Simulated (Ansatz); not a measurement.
C$_{3}$H$_{6}$BF (`B/C(C)=C/F`), relaxed with RKS PBE-D4/def2-SVP in the Gaussian-basis code of Ansatz from a rough embedded geometry. The force threshold is 0.03 eV/Å; the program also tests the step.

Total charge 0; spin multiplicity 1.

Start:

```xyz
11

B    -0.889   -1.317   -0.241
C    -0.143    0.027    0.028
C     1.385    0.122   -0.061
C    -0.954    1.133    0.337
F    -0.289    2.321    0.593
H    -2.042   -1.435   -0.270
H    -0.246   -2.287   -0.578
H     1.780   -0.861   -0.193
H     1.622    0.728   -0.898
H     1.743    0.543    0.902
H    -1.966    1.025    0.382
```

Task: How much energy does the relaxation release, and in how many steps? (Best estimate.)

Result: Computed: 0.59 eV, in 19 steps, 3 of them rejected.

Task: Which bonds change most? (An estimate is asked.)

Result: The calculation gave: C4–H11 from 1.019 to 1.104 Å; B1–H6 from 1.159 to 1.219 Å; C3–H9 from 1.060 to 1.111 Å; C4–F5 from 1.385 to 1.337 Å.

Task: Give the relaxed structure. (Estimate.)

Result: Ansatz gave: 
```xyz
11

B    -0.895   -1.246   -0.440
C    -0.117    0.001    0.007
C     1.386    0.133   -0.054
C    -0.900    1.008    0.482
F    -0.411    2.172    0.926
H    -2.111   -1.262   -0.360
H    -0.314   -2.224   -0.875
H     1.874   -0.684    0.517
H     1.742    0.034   -1.101
H     1.747    1.102    0.344
H    -2.000    0.965    0.554
```
